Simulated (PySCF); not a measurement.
Compound: C₅H₄N₃ (doublet state).
Cartesian coordinates in Å at the GFN2-xTB level; atoms count from 1:
```
atom  x, y, z in Å
N1    -3.0789   -2.3163    0.4906
C2    -2.3401   -1.4243    0.3468
C3    -1.5493   -0.3696    0.2229
C4    -0.5167    0.3701   -0.0624
C5    -0.4680    1.7498    0.2366
N6    -0.3768    2.8664    0.4775
C7     0.7912   -0.1766   -0.7032
N8     1.9254   -0.0836    0.1543
H9     0.9787    0.4113   -1.6070
H10    0.6295   -1.2210   -0.9768
H11    2.1478    0.8673    0.4218
H12    1.8586   -0.6743    0.9728
```

The hyperfine couplings belong to this conformer and change with its torsions.

Identity: `N#C/[C]=C(/C#N)CN` [radical].

Theory: UKS B3LYP, pcH-1 on C H N, non-relativistic, mean-field spin-orbit, GIAO (PySCF). One conformer (not necessarily the lowest) at the GFN2-xTB geometry, without solvent, vibrations or thermal averaging. A GFN2-xTB geometry isn't a minimum of the functional, and hyperfine couplings can be far from their values at a DFT geometry. Stability of the SCF solution: not tested. ⟨S²⟩ is 0.775 where a pure state has 0.75.

Problem. Match the computed a_iso(14N) values +10.7, +1.8 MHz with the sites N1; N8.

Solution. 
```
site  a_iso (MHz)  ρ(0) (bohr⁻³)         position  distance from C3 (Å)  spin population  largest |T| (MHz)
  N1        +10.7        +0.0331  2 bonds from C3                  2.49            +0.45               35.2
  N8         +1.8        +0.0055  3 bonds from C3                  3.49            +0.03                3.5
```

Problem. The isotropic 13C couplings are +113.4, +69.1, -55.1, -48.3, +45.0 MHz. Assign them to C2; C3; C4; C5; C7.

Solution. 
```tsv
site	a_iso (MHz)	ρ(0) (bohr⁻³)	position	distance from C3 (Å)	spin population	largest |T| (MHz)
C2	-55.1	-0.0490	1 bond from C3	1.32	-0.23	25.4
C3	+113.4	+0.1009	largest spin population	0.00	+0.81	119.4
C4	-48.3	-0.0430	1 bond from C3	1.30	-0.15	18.1
C5	+69.1	+0.0614	2 bonds from C3	2.38	+0.05	3.9
C7	+45.0	+0.0400	2 bonds from C3	2.52	+0.06	15.0
```

Problem. Match the computed a_iso(1H) values +2.9, -0.3 MHz (means over equivalent nuclei) with the sites H9/H10; H11/H12.

Solution. 
| site | a_iso (MHz) | ρ(0) (bohr⁻³) | position | distance from C3 (Å) | bound to | spin population there | largest \|T\| (MHz) |
| --- | --- | --- | --- | --- | --- | --- | --- |
| H9/H10 | +2.9 | +0.0006 | 3 bonds from C3 | 2.92 | C7 | +0.06 | 5.0 |
| H11/H12 | -0.3 | -0.0001 | 4 bonds from C3 | 3.70 | N8 | +0.03 | 2.7 |

ρ(0) is the spin density at the nucleus and T the dipolar tensor; entries for several nuclei are means. The largest Mulliken spin populations are on C3 (+0.81), N1 (+0.45), C2 (-0.23) and C4 (-0.15). The positive populations add up to 1.41 and the negative ones to -0.41, together 2S = 1.

Examples of negative spin density at the nucleus (bohr⁻³): C2 (-0.0490) and C4 (-0.0430).

Nuclei that the bonding pattern makes equivalent are averaged, as if the motion that swaps them (rotation, inversion, ring flip) were fast. The 1H value of +2.9 MHz is a mean of couplings from -4.5 to 10.2 MHz in this one geometry, not an average over conformers.
